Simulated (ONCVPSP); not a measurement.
## Ir: ONCV pseudisation with PBEsol, scalar-relativistic reference atom.

Input for ONCVPSP 4.0.1:

```
# ATOM AND REFERENCE CONFIGURATION
# atsym  z   nc   nv     iexc    psfile
  Ir 77.00   10    4  -116133      upf
#
#   n    l    f
    1    0    2.00
    2    0    2.00
    2    1    6.00
    3    0    2.00
    3    1    6.00
    3    2   10.00
    4    0    2.00
    4    1    6.00
    4    2   10.00
    4    3   14.00
    5    0    2.00
    5    1    6.00
    5    2    7.50
    6    0    1.50
#
# PSEUDOPOTENTIAL AND OPTIMIZATION
# lmax
    2
#
#   l,   rc,      ep,       ncon, nbas, qcut
    0    1.40    0.00    4    9    9.00
    1    1.60    0.00    3    8   10.50
    2    1.70    0.00    3    6    4.90
#
# LOCAL POTENTIAL
# lloc, lpopt,  rc(5),   dvloc0
    4    5    1.30    2.00
#
# VANDERBILT-KLEINMAN-BYLANDER PROJECTORs
# l, nproj, debl
    0    2    1.50
    1    2    2.50
    2    2    0.90
#
# MODEL CORE CHARGE
# icmod, fcfact, rcfact
    1    0.25    0.00
#
# LOG DERIVATIVE ANALYSIS
# epsh1, epsh2, depsh
   -5.00    5.00    0.04
#
# OUTPUT GRID
# rlmax, drl
    6.00    0.01
#
# TEST CONFIGURATIONS
# ncnf
    4
# nvcnf
#   n    l    f
    4
    5    0    2.00
    5    1    6.00
    5    2    7.00
    6    0    2.00
#
    4
    5    0    2.00
    5    1    6.00
    5    2    7.00
    6    0    1.00
#
    4
    5    0    2.00
    5    1    6.00
    5    2    7.00
    6    0    0.00
#
    5
    5    0    2.00
    5    1    6.00
    5    2    6.00
    6    0    2.00
    6    1    1.00
#
```

Command:

```bash
oncvpsp.x < Ir.dat > Ir.out
```

Resulting log (shortened: citation, most of the input echo, consistency checks and plot data are left out):

```
ONCVPSP  (Optimized Norm-Conservinng Vanderbilt PSeudopotential)
scalar-relativistic version 4.0.1

#   n    l    f        energy (Ha)
    1    0    2.00    -2.7969939E+03
    2    0    2.00    -4.8925439E+02
    2    1    6.00    -4.2503455E+02
    3    0    2.00    -1.1438711E+02
    3    1    6.00    -9.5613361E+01
    3    2   10.00    -7.4953873E+01
    4    0    2.00    -2.4350644E+01
    4    1    6.00    -1.8193841E+01
    4    2   10.00    -1.0637403E+01
    4    3   14.00    -2.2371593E+00
    5    0    2.00    -3.5545070E+00
    5    1    6.00    -1.9656734E+00
    5    2    7.50    -2.3093230E-01
    6    0    1.50    -2.1953930E-01

Reference configufation results
  iterations    29
  all-electron total energy (Ha)   -1.78225133D+04

Begin loop to  construct optimized pseudo wave functions
and semi-local pseudopoentials for all angular momenta

Calculating optimized projector #   1

 for l=   0

    Fraction of norm inside rc  0.899589
    Optimizing pswf for qcut=   9.01 a_B^-1,  ecut=  40.55 Ha
    Residual kinetic energy error=  3.95D-06 Ha

    Energy error per electron        Cutoff
         Ha          eV             Ha
         0.01000     0.27211       24.75
         0.00100     0.02721       30.38
         0.00010     0.00272       34.94
         0.00001     0.00027       38.96

Calculating optimized projector #   2

 for l=   0

    Fraction of norm inside rc  0.044128
    Optimizing pswf for qcut=   9.01 a_B^-1,  ecut=  40.55 Ha
    Residual kinetic energy error=  1.98D-06 Ha

    Energy error per electron        Cutoff
         Ha          eV             Ha
         0.01000     0.27211       20.05
         0.00100     0.02721       27.58
         0.00010     0.00272       33.21
         0.00001     0.00027       37.69

   Wellstate for l =  1  n =  7
     eigenvalue =   0.5343
     asymptotic potential =   1.0343
     half-point radius =  6.4369

Calculating optimized projector #   1

 for l=   1

    Fraction of norm inside rc  0.882976
    Optimizing pswf for qcut=  10.51 a_B^-1,  ecut=  55.21 Ha
    Residual kinetic energy error=  1.79D-08 Ha

    Energy error per electron        Cutoff
         Ha          eV             Ha
         0.01000     0.27211       23.88
         0.00100     0.02721       32.51
         0.00010     0.00272       39.02
         0.00001     0.00027       44.29

Calculating optimized projector #   2

 for l=   1

    Fraction of norm inside rc  0.032887
    Optimizing pswf for qcut=  10.51 a_B^-1,  ecut=  55.21 Ha
    Residual kinetic energy error=  3.22D-09 Ha

    Energy error per electron        Cutoff
         Ha          eV             Ha
         0.01000     0.27211        8.81
         0.00100     0.02721       26.00
         0.00010     0.00272       34.47
         0.00001     0.00027       40.97

   Wellstate for l =  2  n =  6
     eigenvalue =   0.6691
     asymptotic potential =   1.1691
     half-point radius =  4.2388

Calculating optimized projector #   1

 for l=   2

    Fraction of norm inside rc  0.562293
    Optimizing pswf for qcut=   4.91 a_B^-1,  ecut=  12.06 Ha
    Residual kinetic energy error=  1.06D-02 Ha

    Energy error per electron        Cutoff
         Ha          eV             Ha
         0.01000     0.27211       12.19
         0.00100     0.02721       37.81
         0.00010     0.00272       60.72

Calculating optimized projector #   2

 for l=   2

    Fraction of norm inside rc  0.136564
    Optimizing pswf for qcut=   4.91 a_B^-1,  ecut=  12.06 Ha
    Residual kinetic energy error=  6.33D-03 Ha

    Energy error per electron        Cutoff
         Ha          eV             Ha
         0.01000     0.27211       11.31
         0.00100     0.02721       15.70
         0.00010     0.00272       55.36
         0.00001     0.00027       89.93

Construct Vanderbilt / Kleinmman-Bylander projectors

B matrix Hermiticity error, ll=   0
   1   2    5.4385E-04

  Orthonormal projector coefficients  1.3169E+01 -1.8908E-01

B matrix Hermiticity error, ll=   1
   1   2   -2.6833E-04

  Orthonormal projector coefficients  8.0084E+00  4.7989E-01

B matrix Hermiticity error, ll=   2
   1   2    1.0279E-04

  Orthonormal projector coefficients -8.3308E+00  3.9292E+00

Model core correction analysis
  based on d2Exc/dn_idn_j

d2excae - all-electron derivatives

   -2.855730D-02   -2.461737D-02   -1.136053D-02   -1.245892D-03
   -2.467650D-02   -2.389174D-02   -1.322158D-02   -1.028401D-03
   -1.166121D-02   -1.366538D-02   -1.009600D-02   -7.481441D-04
   -1.496507D-03   -1.508116D-03   -1.306804D-03   -2.702967D-04

d2excps - pseudofunction derivatives with no core correction

   -4.531241D-02   -3.562355D-02   -1.434214D-02   -2.574802D-03
   -3.568507D-02   -3.095435D-02   -1.534368D-02   -1.896777D-03
   -1.465086D-02   -1.579900D-02   -1.122918D-02   -9.471376D-04
   -2.831994D-03   -2.388902D-03   -1.520324D-03   -3.867953D-04

rms 2nd derivative error    6.155712E-03

Polynomial model core charge

d2excps - pseudofunction derivatives with core correction

   -2.831203D-02   -2.450427D-02   -1.150875D-02   -1.287038D-03
   -2.456335D-02   -2.350961D-02   -1.334040D-02   -1.090072D-03
   -1.180925D-02   -1.378408D-02   -1.059940D-02   -7.591246D-04
   -1.537528D-03   -1.569706D-03   -1.317815D-03   -2.784272D-04

rms 2nd derivative error    1.885068E-04

Pseudoatom total energy -105.502966

Diagnostic tests using Vanderbilt-Kleinman-Bylander pseudopotentials
  1 or more projectors used as specified by nproj input data

   l    rcore       rmatch      e in        delta e   norm test  slope test

   0   1.4000183   1.4425258  -3.5545070  -0.0000363   1.0003361   1.0003282
   0   1.4000183   1.4425258  -0.2195393   0.0000049   1.0000346   1.0000571

   1   1.6065241   1.6553017  -1.9656734   0.0000038   1.0001765   1.0001880
   1   1.6065241   1.6553017   0.5343266   0.0000627   1.0004281   1.0004281

   2   1.7055602   1.7573447  -0.2309323  -0.0000930   1.0000704   0.9997785
   2   1.7055602   1.7573447   0.6690677  -0.0001040   1.0002005   1.0002005

 Testing for bound ghosts
   n   l    E NL Schr. Eq   E Basis Diag.   E Cutoff

   1   0       -3.554543       -3.554542    178.71
   2   0       -0.219534       -0.108284    178.71

   2   1       -1.965670       -1.965661    117.77

   3   2       -0.231025       -0.226920     63.19

 Testing for highly-localized positive-energy ghosts
       l    <radius>/rc     E Basis Diag.   E Cutoff

       0        0.752505       11.980082    178.71  WARNING - GHOST(+)

Test configuration 0

   n   l     f        eae           eps        diff
   1   0  2.0000-2796.99394399
   2   0  2.0000 -489.25439010
   2   1  6.0000 -425.03455147
   3   0  2.0000 -114.38711348
   3   1  6.0000  -95.61336087
   3   2 10.0000  -74.95387284
   4   0  2.0000  -24.35064390
   4   1  6.0000  -18.19384087
   4   2 10.0000  -10.63740302
   4   3 14.0000   -2.23715928
   5   0  2.0000   -3.55450701   -3.55454328   -3.63D-05
   5   1  6.0000   -1.96567337   -1.96566957    3.80D-06
   5   2  7.5000   -0.23093230   -0.23102527   -9.30D-05
   6   0  1.5000   -0.21953930   -0.21953440    4.90D-06

    Total energies and differences
      AE_ref= -1.78225133D+04  AE_tst= -1.78225133D+04  dif=  0.00D+00
      PS_ref= -1.05502966D+02  PS_tst= -1.05502966D+02  dif=  8.53D-14
      PSP excitation error= -8.53D-14

Test configuration 1

   n   l     f        eae           eps        diff
   1   0  2.0000-2797.04286189
   2   0  2.0000 -489.30546027
   2   1  6.0000 -425.08556235
   3   0  2.0000 -114.43757125
   3   1  6.0000  -95.66381493
   3   2 10.0000  -75.00453852
   4   0  2.0000  -24.40083712
   4   1  6.0000  -18.24405828
   4   2 10.0000  -10.68770836
   4   3 14.0000   -2.28732697
   5   0  2.0000   -3.60282958   -3.60227133    5.58D-04
   5   1  6.0000   -2.01094417   -2.01071673    2.27D-04
   5   2  7.0000   -0.26371846   -0.26382352   -1.05D-04
   6   0  2.0000   -0.23428292   -0.23428494   -2.02D-06

    Total energies and differences
      AE_ref= -1.78225133D+04  AE_tst= -1.78225031D+04  dif=  1.02D-02
      PS_ref= -1.05502966D+02  PS_tst= -1.05492763D+02  dif=  1.02D-02
      PSP excitation error=  1.72D-05

Test configuration 2

   n   l     f        eae           eps        diff
   1   0  2.0000-2797.35000062
   2   0  2.0000 -489.61024454
   2   1  6.0000 -425.39040683
   3   0  2.0000 -114.74279977
   3   1  6.0000  -95.96904681
   3   2 10.0000  -75.30957565
   4   0  2.0000  -24.70632355
   4   1  6.0000  -18.54951950
   4   2 10.0000  -10.99307103
   4   3 14.0000   -2.59271114
   5   0  2.0000   -3.90897825   -3.90921204   -2.34D-04
   5   1  6.0000   -2.31816123   -2.31830508   -1.44D-04
   5   2  7.0000   -0.56467799   -0.56481697   -1.39D-04
   6   0  1.0000   -0.50033700   -0.50035972   -2.27D-05

    Total energies and differences
      AE_ref= -1.78225133D+04  AE_tst= -1.78221382D+04  dif=  3.75D-01
      PS_ref= -1.05502966D+02  PS_tst= -1.05127744D+02  dif=  3.75D-01
      PSP excitation error= -1.24D-04

Test configuration 3

   n   l     f        eae           eps        diff
   1   0  2.0000-2797.69684865
   2   0  2.0000 -489.95387884
   2   1  6.0000 -425.73413189
   3   0  2.0000 -115.08673252
   3   1  6.0000  -96.31298425
   3   2 10.0000  -75.65329371
   4   0  2.0000  -25.05043961
   4   1  6.0000  -18.89358776
   4   2 10.0000  -11.33698778
   4   3 14.0000   -2.93654030
   5   0  2.0000   -4.25288652   -4.25432102   -1.43D-03
   5   1  6.0000   -2.66250018   -2.66325961   -7.59D-04
   5   2  7.0000   -0.89820945   -0.89843688   -2.27D-04

    Total energies and differences
      AE_ref= -1.78225133D+04  AE_tst= -1.78214952D+04  dif=  1.02D+00
      PS_ref= -1.05502966D+02  PS_tst= -1.04484489D+02  dif=  1.02D+00
      PSP excitation error= -3.96D-04

Test configuration 4

   n   l     f        eae           eps        diff
   1   0  2.0000-2797.21918087
   2   0  2.0000 -489.48554490
   2   1  6.0000 -425.26550003
   3   0  2.0000 -114.61631226
   3   1  6.0000  -95.84254126
   3   2 10.0000  -75.18369590
   4   0  2.0000  -24.57894801
   4   1  6.0000  -18.42217993
   4   2 10.0000  -10.86593685
   4   3 14.0000   -2.46511430
   5   0  2.0000   -3.77580181   -3.77433765    1.46D-03
   5   1  6.0000   -2.17685395   -2.17629368    5.60D-04
   5   2  6.0000   -0.39780246   -0.39785928   -5.68D-05
   6   0  2.0000   -0.31050059   -0.31051779   -1.72D-05
   6   1  1.0000   -0.08832444   -0.08833362   -9.18D-06

    Total energies and differences
      AE_ref= -1.78225133D+04  AE_tst= -1.78222383D+04  dif=  2.75D-01
      PS_ref= -1.05502966D+02  PS_tst= -1.05227987D+02  dif=  2.75D-01
      PSP excitation error= -3.30D-06
```

The run took about 4.1 s on one core of a shared server CPU.
